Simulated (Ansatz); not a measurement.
F4Sn, charge -1, doublet, at a GFN2-xTB geometry (such geometries of metal compounds can be far from the true shape) (a state made from the parent by changing its charge; the spin is typed, not shown lowest) (all electrons, no relativity) (a gas-phase anion, which may not be bound at this level); Ansatz (an electronic-structure program) with PBE0/STO-3G.

Ansatz was given this input:
Ansatz 0.2 input:
```yaml
crystal:
  periodic: [false, false, false]
  atoms:
    - {symbol: F, position_ang: [-1.14349714, -1.78303274, -0.87539354]}
    - {symbol: Sn, position_ang: [0.00000000, 0.00000000, 0.00000000]}
    - {symbol: F, position_ang: [-1.36890091, 1.83770533, 0.04532888]}
    - {symbol: F, position_ang: [0.67888066, -0.49971285, 2.13131729]}
    - {symbol: F, position_ang: [1.83351739, 0.44504026, -1.30125264]}
basis:
  gaussian:
    orbitals: STO-3G
hamiltonian:
  xc: pbe0
total_charge: -1
magnetization: {spin_polarized: true, initial_magnetization: 1}
accuracy: high
```

Question: What does Ansatz print? Leave out banner, timings and long lists.

Answer: 
```
Functional definition: PBE0
876 factors; integrals over basis functions are off by at most 3.7e-8 eV
mean field evaluation 1: about -173008.0876 eV, gradient 1.5e1 eV
mean field evaluation 2: about -173005.4273 eV, gradient 2.3e1 eV
mean field evaluation 4: about -173010.8932 eV, gradient 3.2e-1 eV
mean field evaluation 8: about -173010.8720 eV, gradient 4.4e-2 eV
mean field evaluation 16: about -173010.8720 eV, gradient 1.0e-6 eV
mean field -173010.87203878 eV, -6358.0322764442 hartree, gradient 3.1e-8 eV, S^2 0.813498; 0 other end points of the search recorded, 0 dependent functions left out
reference -173010.87203986 eV, -6358.0322764837 hartree; 44, 43 occupied and 3, 4 virtual orbitals, 876 factors
Total energy: -173010.87203986 eV, -6358.0322764837 hartree
```
